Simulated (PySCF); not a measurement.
C2H8N2Si. Atoms are numbered in the order given.

```xyz
13

Si     0.3819     0.3376    -0.3781
N      1.2258    -0.9127    -1.2502
N      1.0929     0.7568     1.1630
C     -1.3875    -0.2929    -0.2253
C     -2.0659    -0.2403     0.9386
H      0.4451     1.6284    -1.1509
H      0.9440    -1.8835    -1.0954
H      2.2414    -0.8486    -1.3573
H      1.0976     0.0886     1.9377
H      1.0122     1.7154     1.5094
H     -1.8990    -0.7138    -1.1123
H     -3.1043    -0.6003     1.0462
H     -1.5935     0.1781     1.8463
```

Coordinates come from a PBE-D3(BJ)/def2-SVP optimisation. The values are those of a single conformer.

Method: PBE-D3(BJ)/def2-SVP (PySCF).

Frequencies are harmonic and unscaled.

Q: List the normal modes with their intensities. (An estimate is asked for; the answer gives what the named calculation found.)

A: 
```
mode  ν (cm⁻¹)  IR (km/mol)  moving atoms (share of kinetic energy)
----  --------  -----------  --------------------------------------
1           84          2.4                  C 40 %, H 38 %, N 19 %
2          163          3.4                  N 38 %, H 36 %, C 22 %
3          174         12.5          H 51 %, N 29 %, C 12 %, Si 9 %
4          203          3.1                   H 76 %, C 11 %, N 9 %
5          270          8.5                 H 66 %, N 15 %, Si 12 %
6          300         66.1                 H 71 %, N 15 %, Si 12 %
7          329        157.9                           H 81 %, N 9 %
8          392         81.0         H 38 %, C 26 %, N 19 %, Si 17 %
9          412        105.6                   H 55 %, N 32 %, C 8 %
10         513         27.1                          H 70 %, C 25 %
11         625         11.0          C 47 %, H 27 %, Si 16 %, N 9 %
12         714         10.0                          H 76 %, N 21 %
13         736         20.4                           H 84 %, N 9 %
14         802         87.5                 N 40 %, Si 31 %, H 26 %
15         854         35.1                 H 39 %, N 37 %, Si 24 %
16         865        198.5                 H 63 %, Si 20 %, N 16 %
17         910        115.6                 H 73 %, Si 16 %, N 10 %
18         946         23.0                          H 72 %, C 28 %
19         966         43.7                          H 79 %, C 14 %
20        1016         12.0                                  H 94 %
21        1224          1.4                          H 71 %, C 29 %
22        1359         15.1                          H 85 %, C 15 %
23        1484         28.0                          H 89 %, N 10 %
24        1491         47.2                          H 89 %, N 10 %
25        1619          5.1                          C 87 %, H 12 %
26        2152        152.1                                  H 97 %
27        3036         22.1                                  H 95 %
28        3060          6.2                           H 92 %, C 8 %
29        3130         12.6                          H 89 %, C 11 %
30        3486         10.5                                  H 96 %
31        3488         14.1                                  H 96 %
32        3585         17.1                           H 91 %, N 9 %
33        3588         16.5                           H 91 %, N 9 %
```
